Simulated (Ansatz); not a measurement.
The cluster Li5Al⁺ (the lowest doublet isomer of a short search). Charge 1, multiplicity 2. Geometry r2SCAN-D4/def2-TZVP, basis def2-TZVP, Ansatz.

```xyz
6

Li   -0.3204   -2.3049    1.0365
Li   -1.8260    0.9320    1.5139
Li    0.7158    2.5186   -0.5311
Li    2.2967   -0.8868   -1.0334
Li   -1.2796   -0.3898   -1.4085
Al    0.4134    0.1309    0.4226
```

```csv
run,HOMO (eV),LUMO (eV)
A,-7.39,-5.31
B,-8.10,-4.44
C,-8.63,-2.85
D,-6.76,-6.23
E,-8.56,-4.06
F,-6.80,-5.61
```

The structure comes from a short search, and lower isomers may exist.

HOMO and LUMO are taken over both spins.

Q: The runs used CAM-B3LYP, HF, LDA (SPW92), PBE0, r2SCAN, ωB97M-V. Estimate which is which.

A: A PBE0 (25 % exact exchange); B CAM-B3LYP (range-separated); C HF (100 % exact exchange); D LDA (SPW92) (0 % exact exchange); E ωB97M-V (range-separated); F r2SCAN (0 % exact exchange). Exact exchange lowers occupied and raises empty levels; among semilocal functionals meta-GGAs tend to open the gap a little, and such runs are hard to tell apart. The gap grows from 0.53 eV (LDA (SPW92)) to 5.78 eV (HF).
